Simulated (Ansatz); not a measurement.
Basis-set series for CH₇BGeO₂, SMILES `[CH3][GeH2][B](O)O`. Charge 0, multiplicity 1. The structure was optimised at the PBE0-D4/def2-TZVP level. It is one conformer, not always the lowest.

```tsv
functional	basis	functions	energy (Eh)	HOMO (eV)	LUMO (eV)
PBE0-D4	def2-SVP	123	-2293.79713	-7.63	0.06
PBE0-D4	def2-TZVPP	270	-2294.31597	-7.74	-0.18
ωB97M-V	def2-SVP	123	-2294.08788	-9.78	1.97
ωB97M-V	def2-TZVPP	270	-2294.61434	-9.91	1.52
```

(1) Give the rows for def2-QZVPP. (Estimate.)

## Answers

(1) The calculation gave: 
| functional | basis | functions | energy (Eh) | HOMO (eV) | LUMO (eV) |
| --- | --- | --- | --- | --- | --- |
| PBE0-D4 | def2-QZVPP | 527 | -2294.37331 | -7.76 | -0.32 |
| ωB97M-V | def2-QZVPP | 527 | -2294.67027 | -9.94 | 1.13 |

Positive LUMOs are unbound and depend on the basis. Scalar relativity is left out up to krypton.

Computed with Ansatz.
